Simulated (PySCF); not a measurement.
Run record: excited-state job, `CC(C)C1CSCSC1`.

Computed with TDDFT CAM-B3LYP/def2-SVPD, vertical, gas phase, core orbitals frozen in the response (PySCF 2.14.0, density-fitted response routines). Geometry: PBE0-D3(BJ)/def2-SVP. A driver script takes a list of jobs; this job's settings line and coordinates (Å) are shown.

Input:
```
{"job": {"kind": "uv", "xc": "CAM-B3LYP", "basis": "def2-SVPD", "ip": true}, "charge": 0, "multiplicity": 1}
C     -2.266081     0.983554     0.154563
C     -1.417044    -0.279953     0.058045
C     -1.685607    -1.208284     1.239690
C      0.077435     0.049293    -0.155414
C      0.858780    -1.190103    -0.589864
S      2.512695    -0.844773    -1.248899
C      3.208444    -0.043030     0.213842
S      2.343339     1.450822     0.748987
C      0.716796     0.712111     1.064202
H     -3.338324     0.734469     0.151363
H     -2.068774     1.540941     1.084424
H     -2.074416     1.662467    -0.690627
H     -1.732729    -0.812086    -0.858301
H     -1.432300    -0.728131     2.198326
H     -1.114434    -2.146363     1.172054
H     -2.752260    -1.476591     1.284867
H      0.135831     0.773296    -0.986886
H      0.951200    -1.912232     0.239437
H      0.332333    -1.704704    -1.408715
H      3.262098    -0.764109     1.046588
H      4.234650     0.256260    -0.042952
H      0.808642    -0.003993     1.898488
H      0.101019     1.549350     1.424129
```

**Question.** Give the output.

**Answer.** 
```
coarse grid: 19536 points
cycle   1  E = -1070.8159957841  dE =  1.088e+00  |g| = 3.348e-01  |ddm| = 8.644e+00
cycle   2  E = -1070.8368159313  dE = -2.082e-02  |g| = 2.648e-01  |ddm| = 1.560e+00
cycle   3  E = -1070.8543345643  dE = -1.752e-02  |g| = 5.235e-02  |ddm| = 6.552e-01
cycle   4  E = -1070.8550049954  dE = -6.704e-04  |g| = 2.413e-02  |ddm| = 1.523e-01
cycle   5  E = -1070.8551589913  dE = -1.540e-04  |g| = 4.299e-03  |ddm| = 5.779e-02
cycle   6  E = -1070.8551648161  dE = -5.825e-06  |g| = 1.154e-03  |ddm| = 1.478e-02
final grid: 177160 points
cycle   7  E = -1070.9869503979  dE = -5.800e-05  |g| = 4.105e-03  |ddm| = 1.665e-01
cycle   8  E = -1070.9869510292  dE = -6.313e-07  |g| = 3.964e-03  |ddm| = 2.209e-02
cycle   9  E = -1070.9869550456  dE = -4.016e-06  |g| = 3.924e-04  |ddm| = 8.297e-03
cycle  10  E = -1070.9869550815  dE = -3.581e-08  |g| = 2.229e-04  |ddm| = 1.839e-03
cycle  11  E = -1070.9869550947  dE = -1.325e-08  |g| = 3.624e-05  |ddm| = 6.259e-04
cycle  12  E = -1070.9869550951  dE = -4.256e-10  |g| = 1.047e-05  |ddm| = 1.239e-04
converged SCF energy = -1070.9869550951

Static polarisability (au): isotropic 121.868, principal 103.222 121.466 140.915

Singlet excitations
state   eV       nm        f      main configurations
  1   5.1786    239.4   0.00452   H->L 0.65
  2   5.4570    227.2   0.00061   H-1->L 0.52, H->L+3 0.09
  3   6.0613    204.6   0.04698   H->L+1 0.38, H->L+2 0.30, H->L+4 0.13
  4   6.2441    198.6   0.03529   H->L+3 0.31, H-1->L+2 0.18, H-1->L+1 0.17
  5   6.2698    197.7   0.00368   H->L+2 0.46, H->L+1 0.36
  6   6.4730    191.5   0.00700   H->L+5 0.27, H-1->L+1 0.25, H-1->L 0.10
  7   6.7781    182.9   0.02194   H->L+4 0.39, H->L+9 0.09, H->L 0.09
  8   6.8211    181.8   0.03299   H-1->L+1 0.24, H-1->L+2 0.18, H->L+3 0.17
  9   6.9492    178.4   0.00372   H-1->L+5 0.34, H->L 0.16, H-1->L+4 0.13
 10   6.9859    177.5   0.01131   H-1->L+2 0.38, H->L+5 0.17, H->L+3 0.14

Triplet excitations (Tamm-Dancoff, eV): 4.7194 5.0281 5.7694 5.8033
Vertical ionisation energy (delta-SCF) = 8.2737 eV
```

The SCF starts on a coarse grid where the log names one; the energy can jump when the final grid takes over, and dE then counts from the start density on the new grid. H and L stand for HOMO and LUMO; the number after each pair is its weight.

**Question.** How does the lowest singlet excitation compare with the HOMO–LUMO gap?

**Answer.** HOMO -7.55 eV and LUMO 0.93 eV give a gap of 8.48 eV; S1 at 5.18 eV lies 3.30 eV below it.

**Question.** Which computed singlet has the largest oscillator strength, and what do all of them sum to?

**Answer.** State 3 at 6.06 eV (205 nm), f = 0.047; the 10 states sum to 0.168.

Main results: HOMO -7.55 eV, LUMO 0.93 eV; lowest singlet 5.18 eV; lowest triplet 4.72 eV (Tamm–Dancoff); mean polarisability 121.9 au.

**Question.** Estimate the wall time. Hardware: one thread of an Arm Neoverse N1 (shared host).

**Answer.** About 8.9 min.

One conformer stands for the species.
Labels such as C1 count atoms from 1, the log's own numbers from 0.
